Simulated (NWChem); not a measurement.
## Correlation energy of CH2I

```xyz
4

C     -1.7608     0.0754     0.0000
I      0.2852    -0.0072     0.0000
H     -2.2745    -0.0366    -0.9555
H     -2.2745    -0.0366     0.9555
```
Charge 0, spin multiplicity 2.

The numbers come from NWChem runs, not from measurements. The geometry was optimised at UPBE0/def2-SVP with def2 effective core potentials on I, a minimum by its harmonic frequencies.

Basis set: def2-SVP. Each correlation energy counts from its own Hartree-Fock reference.

| method | correlation energy (mHa) |
|---|---|
| CCSD on UHF | -262.5 |
| UMP2 | -236.8 |
| CCSD on ROHF | -267.5 |
| CCSD(T) on ROHF | -274.6 |
| CCSD[T] on ROHF | -275.2 |
| CCSD(T) on UHF | -269.2 |
| SCS-UMP2 | -230.2 |
| CCSD[T] on UHF | -269.8 |

The values span 45.0 mHa, from CCSD[T] on ROHF (lowest) to SCS-UMP2 (highest). 

Effective core potentials replace the inner electrons of I; spin-orbit coupling is left out. The correlated methods keep 5 core orbitals frozen. The structure started from a generated list of species. The unpaired electrons of the parent sit in orbitals of symmetry a' (Cs labels of the run); other states weren't searched. No SCF solution was tested for a lower state. Open-shell Hartree-Fock references start from PBE0 orbitals. Coupled-cluster values serve here as a point of comparison, not as the truth.
